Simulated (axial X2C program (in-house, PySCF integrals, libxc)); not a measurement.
**Low determinants of TiF at the PBE0 level, with spin–orbit coupling**

Calculated with an axial X2C code built on PySCF integrals. Two-component (2c) means X2C with spin–orbit coupling and atomic mean-field two-electron Coulomb and Gaunt terms. Basis: Ti dyall-cv3z [10s10p6d4f2g], F dyall-av3z [7s6p3d2f] (cores contracted in-house); Gaussian nuclei, density fitting, unrestricted open shells. Masses: Ti 47.948 u, F 18.998 u.

Search at 1.775 Å (vertical energies from the lowest determinant):

```tsv
ΔE (eV)	state	electrons beyond evenly filled partner blocks	electrons in ±ω = 1/2, 3/2, 5/2, 7/2
0.00	Ω = 3/2	ω = 1/2, ω = -3/2, ω = 5/2	23 7 1 0
0.21	Ω = 3/2	ω = 3/2	24 7 0 0
0.25	Ω = 9/2	ω = 1/2, ω = 3/2, ω = 5/2	23 7 1 0
0.36	Ω = 1/2	ω = 1/2	23 8 0 0
0.37	Ω = 5/2	ω = 5/2	24 6 1 0
0.62	Ω = 1/2	ω = -1/2, ω = -3/2, ω = 5/2	23 7 1 0
0.84	Ω = 7/2	2 × ω = 1/2, ω = 5/2	24 6 1 0
```

Lowest determinant, Ω = 3/2 (⟨Sz⟩ = 1.50, ⟨Lz⟩ = 0.00 at PBE0): Re = 1.773 Å, ωe = 709.3 cm⁻¹.

The determinant in row 2 of the search, Ω = 3/2 (⟨Sz⟩ = -1.50, ⟨Lz⟩ = 3.00 at PBE0), was followed along the bond at PBE0; measured from the minimum of the lowest determinant it gives:

Te = 0.188 eV (1520 cm⁻¹), Re = 1.814 Å, ωe = 668.0 cm⁻¹.

Question: Compare the bond of the determinant in row 2 with that of the lowest one.

Answer: At PBE0 its Re is 0.041 Å longer and its force constant, which goes as ωe², is 0.89 times that of the lowest determinant. T0 ≈ Te + Δωe/2 = 1520 + (-21) = 1499 cm⁻¹.

The search compares states at one distance, so a state with another bond length can lie lower; it is not exhaustive and yields mostly the lowest determinant of each block pattern, so other components and higher states of one pattern are missing. These are energies of single determinants, not of spin-adapted states; PBE0 term energies can be off by some tenths of an eV, and the functional has no current term. The lowest determinant need not be the ground state where others lie within half an eV.
